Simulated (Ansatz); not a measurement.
`O/C=[N]/[ZnH]` + `CNC` → `C[N](C)[ZnH]` + `N=CO` at 600 K and 1 bar (ligand exchange at a Zn–N bond).

Program: Ansatz. Geometries: PBE0-D4/def2-TZVP. ΔE: electronic, gas phase. CBS: MP2 limit from def2 TZ/QZ plus the TZ coupled-cluster correction, frozen cores. This one scheme is used for every species. For Zn outer-core shells are correlated without core-valence functions, which leaves a few kJ/mol of doubt a bond. Scalar relativity is left out up to krypton. Each species was taken in one conformer, which may not be the lowest.

```tsv
species	CCSD(T)/CBS energy (Eh)	H − E (kJ/mol)	S (J/(mol·K))
`O/C=[N]/[ZnH]`	-1948.09320	154.8	372.2
`CNC`	-135.00321	284.6	333.5
`C[N](C)[ZnH]`	-1913.37223	285.4	406.3
`N=CO`	-169.71775	152.4	293.9
```

H − E and S are ideal-gas, rigid-rotor, harmonic terms from PBE0-D4/def2-TZVP, for one conformer and one mirror image of each species. 1 Eh = 2625.50 kJ/mol, R = 8.31446 J/(mol·K).

**Question.** By hand: ΔE, ΔH, ΔS and ΔG.

**Answer.** ΔE = (-1913.37223) + (-169.71775) − (-1948.09320) − (-135.00321) = 0.00643 Eh = 16.9 kJ/mol. Δ(H − E) = 285.4 + 152.4 − 154.8 − 284.6 = -1.6, so ΔH = 15.3 kJ/mol. ΔS = 406.3 + 293.9 − 372.2 − 333.5 = -5.5 J/(mol·K). ΔG = 15.3 − 600 × (-5.5)/1000 = 18.6 kJ/mol.

**Question.** By hand: the equilibrium constant, and the temperature at which ΔG would vanish if ΔH and ΔS stayed fixed.

**Answer.** log₁₀ K = −ΔG/(RT ln 10) = -1.6. ΔH and −TΔS have one sign here, so there is no such temperature. One of them is within its doubt of zero, so this could turn.

The number of gas molecules stays the same, so ΔS is small and ΔH decides. A doubt of 5 kJ/mol in ΔE shifts log₁₀ K by 0.4 here. Other conformers and mirror images would add mixing entropy, several J/(mol·K) or more a flexible species. These are equilibria of isolated gas molecules and say nothing of rates. Largest T1 diagnostic: 0.017 (customary marks: 0.02 for closed shells, 0.045 for open ones).
